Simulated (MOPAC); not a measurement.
A run for MOPAC: AM1 on CH6GaN (SMILES C[NH][GaH2]), a point of a torsion scan.

```
AM1 1SCF PRECISE CHARGE=0 THREADS=1
CH6GaN

C     -1.32751300 1     0.26540962 1     0.16270257 1
N     -0.12233047 1    -0.51475885 1    -0.16186765 1
Ga     1.59484916 1     0.16184153 1    -0.13266163 1
H     -2.19230089 1    -0.14418682 1    -0.36661463 1
H     -1.17712190 1     1.29507759 1    -0.16828268 1
H     -1.55344039 1     0.27756782 1     1.23453205 1
H     -0.27960664 1    -1.47923035 1     0.12388149 1
H      2.58786334 1     0.17403767 1     1.08897246 1
H      2.05198666 1     0.89750824 1    -1.42902747 1
```

The log:

```
*******************************************************************************
 **                                                                           **
 **                              MOPAC v23.2.5                                **
 **                                                                           **
 *******************************************************************************
 ** MOPAC's Digital Object Identifier: https://doi.org/10.5281/zenodo.6511958 **
 **                                                                           **
 ** Please cite the open-source release paper for use of this MOPAC version:  **
 ** J. E. Moussa and J. J. P. Stewart (2026)                                  **
 ** MOPAC: An open-source semiempirical molecular orbital program             **
 ** J. Open Source Softw., 11(119), 8025, https://doi.org/10.21105/joss.08025 **
 *******************************************************************************

                              AM1 CALCULATION RESULTS

 *******************************************************************************
 *  AM1        - The AM1 Hamiltonian to be used
 *
 *
 *
 *                 CHARGE ON SYSTEM = 0
 *
 *
 *
 *  PRECISE    - TIGHTER CRITERIA TO BE USED
 *  1SCF       - DO 1 SCF AND THEN STOP
 *  THREADS=1  - MULTI-THREADING NOT USED
 *  T=         - A TIME OF 172800.0 SECONDS REQUESTED
 *  DUMP=N     - RESTART FILE WRITTEN EVERY 7200.0 SECONDS REQUESTED
 *******************************************************************************
AM1 1SCF PRECISE CHARGE=0 THREADS=1
 CH6GaN

   ATOM   CHEMICAL          X               Y               Z
  NUMBER   SYMBOL      (ANGSTROMS)     (ANGSTROMS)     (ANGSTROMS)

     1       C         -1.32751300  *   0.26540962  *   0.16270257  *
     2       N         -0.12233047  *  -0.51475885  *  -0.16186765  *
     3      Ga          1.59484916  *   0.16184153  *  -0.13266163  *
     4       H         -2.19230089  *  -0.14418682  *  -0.36661463  *
     5       H         -1.17712190  *   1.29507759  *  -0.16828268  *
     6       H         -1.55344039  *   0.27756782  *   1.23453205  *
     7       H         -0.27960664  *  -1.47923035  *   0.12388149  *
     8       H          2.58786334  *   0.17403767  *   1.08897246  *
     9       H          2.05198666  *   0.89750824  *  -1.42902747  *



          CARTESIAN COORDINATES

    NO.       ATOM           X           Y           Z

     1         C         -1.3275      0.2654      0.1627
     2         N         -0.1223     -0.5148     -0.1619
     3        Ga          1.5948      0.1618     -0.1327
     4         H         -2.1923     -0.1442     -0.3666
     5         H         -1.1771      1.2951     -0.1683
     6         H         -1.5534      0.2776      1.2345
     7         H         -0.2796     -1.4792      0.1239
     8         H          2.5879      0.1740      1.0890
     9         H          2.0520      0.8975     -1.4290

  H: (AM1): M.J.S. DEWAR ET AL, J. AM. CHEM. SOC. 107 3902-3909 (1985)
  C: (AM1): M.J.S. DEWAR ET AL, J. AM. CHEM. SOC. 107 3902-3909 (1985)
  N: (AM1): M.J.S. DEWAR ET AL, J. AM. CHEM. SOC. 107 3902-3909 (1985)
 Ga: (AM1): J. J. P. STEWART, J. MOL. MOD., 10, 155-164 (2004)

           Empirical Formula: C H6 N Ga  =     9 atoms



      MOLECULAR POINT GROUP   :   C1


      RHF CALCULATION, NO. OF DOUBLY OCCUPIED LEVELS = 9


 -------------------------------------------------------------------------------
 AM1 1SCF PRECISE CHARGE=0 THREADS=1
 CH6GaN



     1SCF WAS SPECIFIED, SO BFGS WAS NOT USED
     SCF FIELD WAS ACHIEVED


                              AM1 CALCULATION
                                                       MOPAC v23.2.5 Linux




          FINAL HEAT OF FORMATION =         59.33455 KCAL/MOL =     248.25576 KJ/MOL


          COSMO AREA              =        104.62 SQUARE ANGSTROMS
          COSMO VOLUME            =         87.18 CUBIC ANGSTROMS

          IONIZATION POTENTIAL    =          8.840333 EV
          HOMO LUMO ENERGIES (EV) =         -8.840 -1.624
          NO. OF FILLED LEVELS    =          9
          MOLECULAR WEIGHT        =        101.8001         POINT GROUP:  C1

          MOLECULAR DIMENSIONS (Angstroms)

            Atom       Atom       Distance
            H     8    H     4     5.00699
            H     9    H     6     3.62619
            H     7    H     5     2.80470


          SCF CALCULATIONS        =          1





   ATOM   CHEMICAL          X               Y               Z
  NUMBER   SYMBOL      (ANGSTROMS)     (ANGSTROMS)     (ANGSTROMS)

     1       C         -1.32751300  *   0.26540962  *   0.16270257  *
     2       N         -0.12233047  *  -0.51475885  *  -0.16186765  *
     3      Ga          1.59484916  *   0.16184153  *  -0.13266163  *
     4       H         -2.19230089  *  -0.14418682  *  -0.36661463  *
     5       H         -1.17712190  *   1.29507759  *  -0.16828268  *
     6       H         -1.55344039  *   0.27756782  *   1.23453205  *
     7       H         -0.27960664  *  -1.47923035  *   0.12388149  *
     8       H          2.58786334  *   0.17403767  *   1.08897246  *
     9       H          2.05198666  *   0.89750824  *  -1.42902747  *

                             CARTESIAN COORDINATES

   1    C       -1.327513000     0.265409620     0.162702570
   2    N       -0.122330470    -0.514758850    -0.161867650
   3   Ga        1.594849160     0.161841530    -0.132661630
   4    H       -2.192300890    -0.144186820    -0.366614630
   5    H       -1.177121900     1.295077590    -0.168282680
   6    H       -1.553440390     0.277567820     1.234532050
   7    H       -0.279606640    -1.479230350     0.123881490
   8    H        2.587863340     0.174037670     1.088972460
   9    H        2.051986660     0.897508240    -1.429027470


           Empirical Formula: C H6 N Ga  =     9 atoms



      MOLECULAR POINT GROUP   :   C1


                  EIGENVALUES
 -34.43198 -25.01544 -16.24955 -14.66041 -14.24268 -13.07772 -12.00843 -10.82745
  -8.84033  -1.62423   0.57930   0.90214   0.96230   4.37489   4.60368   4.99029
   5.16052   6.19023


              NET ATOMIC CHARGES AND DIPOLE CONTRIBUTIONS

  ATOM NO.   TYPE          CHARGE      No. of ELECS.   s-Pop       p-Pop
    1          C          -0.077656        4.0777     1.21186     2.86579
    2          N          -0.510001        5.5100     1.59800     3.91200
    3         Ga           0.400271        2.5997     0.33788     2.26185
    4          H           0.063865        0.9361     0.93614
    5          H           0.070412        0.9296     0.92959
    6          H           0.051287        0.9487     0.94871
    7          H           0.150550        0.8495     0.84945
    8          H          -0.105407        1.1054     1.10541
    9          H          -0.043318        1.0433     1.04332
 DIPOLE           X         Y         Z       TOTAL
 POINT-CHG.     0.468     0.591     0.051     0.756
 HYBRID        -0.446    -0.529     0.462     0.832
 SUM            0.022     0.062     0.513     0.517


          ATOMIC ORBITAL ELECTRON POPULATIONS

     Atom    s        px        py        pz
    1  C   1.21186   0.90917   0.97380   0.98282
    2  N   1.59800   1.20542   1.08495   1.62164
    3 Ga   0.33788   0.78197   0.43662   1.04326
    4  H   0.93614
    5  H   0.92959
    6  H   0.94871
    7  H   0.84945
    8  H   1.10541
    9  H   1.04332

 **********************
 *                    *
 * JOB ENDED NORMALLY *
 *                    *
 **********************




 == MOPAC DONE ==
```

The run finished.

Cost: very roughly 0.03 core-seconds.
